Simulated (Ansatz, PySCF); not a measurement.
SiFClBr₂, SMILES F[Si](Cl)(Br)Br. Atoms are numbered in the order given.

```xyz
5

F      1.9271    -0.6395     0.0000
Si     0.3322    -0.4177     0.0000
Cl    -0.5557    -2.2581     0.0000
Br    -0.2056     0.7056    -1.8158
Br    -0.2056     0.7056     1.8158
```

Coordinates come from a B3LYP-D3(BJ)/def2-SVP optimisation.

Two levels are set side by side: PBE-D3(BJ)/def2-SVP (Ansatz, a program for electronic structure) and B3LYP-D3(BJ)/def2-SVP (Ansatz). Each level has its own optimised geometry; the coordinates shown are those of the second. Frequencies come from the Hessian of PySCF at each geometry. Differences are taken from unrounded values.

```json
[
 {"quantity": "mean bond length (Å)", "B3LYP-D3(BJ)": "2.014", "PBE-D3(BJ)": "2.021", "PBE-D3(BJ) minus B3LYP-D3(BJ)": "0.007"},
 {"quantity": "bond F1–Si2 (Å)", "B3LYP-D3(BJ)": "1.610", "PBE-D3(BJ)": "1.623", "PBE-D3(BJ) minus B3LYP-D3(BJ)": "0.013"},
 {"quantity": "bond Si2–Cl3 (Å)", "B3LYP-D3(BJ)": "2.043", "PBE-D3(BJ)": "2.049", "PBE-D3(BJ) minus B3LYP-D3(BJ)": "0.006"},
 {"quantity": "bond Si2–Br4 (Å)", "B3LYP-D3(BJ)": "2.202", "PBE-D3(BJ)": "2.206", "PBE-D3(BJ) minus B3LYP-D3(BJ)": "0.004"},
 {"quantity": "bond Si2–Br5 (Å)", "B3LYP-D3(BJ)": "2.202", "PBE-D3(BJ)": "2.206", "PBE-D3(BJ) minus B3LYP-D3(BJ)": "0.004"},
 {"quantity": "highest harmonic wavenumber (cm⁻¹)", "B3LYP-D3(BJ)": "925", "PBE-D3(BJ)": "899", "PBE-D3(BJ) minus B3LYP-D3(BJ)": "-26"},
 {"quantity": "mean harmonic wavenumber (cm⁻¹)", "B3LYP-D3(BJ)": "366", "PBE-D3(BJ)": "357", "PBE-D3(BJ) minus B3LYP-D3(BJ)": "-9"},
 {"quantity": "zero-point energy (kcal/mol)", "B3LYP-D3(BJ)": "4.71", "PBE-D3(BJ)": "4.60", "PBE-D3(BJ) minus B3LYP-D3(BJ)": "-0.11"}
]
```

Exact exchange shortens and stiffens bonds; PBE has none. Differences between two approximate levels are no errors against the true value.
